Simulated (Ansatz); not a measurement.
A CCSD(T) single point on GeH₆OSi, SMILES `O[SiH2][GeH3]`.

```yaml
crystal:
  periodic: [false, false, false]
  atoms:
    - {symbol: O, position_ang: [-1.699195, 0.432939, -0.836208]}
    - {symbol: Si, position_ang: [-0.084645, 0.700034, -0.605983]}
    - {symbol: Ge, position_ang: [0.663691, -0.937104, 0.942935]}
    - {symbol: H, position_ang: [-2.164816, 1.013974, -1.439556]}
    - {symbol: H, position_ang: [0.670232, 0.586896, -1.887612]}
    - {symbol: H, position_ang: [0.165986, 2.071283, -0.074877]}
    - {symbol: H, position_ang: [2.168243, -0.746472, 1.206140]}
    - {symbol: H, position_ang: [0.447594, -2.356927, 0.395026]}
    - {symbol: H, position_ang: [-0.078590, -0.810823, 2.283036]}
basis:
  gaussian: {orbitals: def2-TZVPP}
correlation: {method: ccsd_t}
output: {orbitals: {seedname: orbitals}}
```

```sh
$ ansatz run in.yaml --threads 2 --pin off --events-out ev --progress --plain
```

Log, shortened:

```
Functional definition: HF
1217 factors; integrals over basis functions are off by at most 1.0e-3 eV
mean field evaluation 1: about -66467.3443 eV, gradient 3.6e1 eV
mean field evaluation 2: about -66467.5026 eV, gradient 3.6e1 eV
mean field evaluation 4: about -66470.3345 eV, gradient 3.1e0 eV
mean field evaluation 8: about -66470.3839 eV, gradient 9.7e-2 eV
mean field -66470.38398813 eV, -2442.7415563194 hartree, gradient 2.6e-6 eV, S^2 0.000000; 0 other end points of the search recorded, 0 dependent functions left out
15 core orbitals not correlated: weight in the atoms' cores, before any rotation towards them, 1.000 or more for the frozen orbitals, at most 0.000 for the correlated occupied ones
reference -66470.38398813 eV, -2442.7415563194 hartree; 15, 15 occupied and 175, 175 virtual orbitals, 1217 factors
second order -17.26084705 eV of doubles, -0.00000000 eV of singles
cycle   1  -17.56710562 eV  change   -3.1e-1 eV  update   9.9e-2
cycle   2  -18.12959342 eV  change   -5.6e-1 eV  update   2.9e-2
cycle   3  -18.20910690 eV  change   -8.0e-2 eV  update   1.4e-2
cycle   4  -18.19809920 eV  change    1.1e-2 eV  update   3.2e-3
cycle   5  -18.19815637 eV  change   -5.7e-5 eV  update   1.2e-3
cycle   6  -18.19795700 eV  change    2.0e-4 eV  update   3.2e-4
cycle   7  -18.19775290 eV  change    2.0e-4 eV  update   1.1e-4
cycle   8  -18.19775972 eV  change   -6.8e-6 eV  update   3.4e-5
perturbative correction -0.60567768 eV, -0.0222582444 hartree
Total energy: -66489.18742554 eV, -2443.4325698986 hartree
```

Hardware: 2 threads of a server CPU on a shared host. Wall time 2 min, peak host memory 2.6 GiB.

MP2 recovers 91.8 % of the CCSD(T) correlation energy and the triples give 3.2 %; T1 = 0.0118.
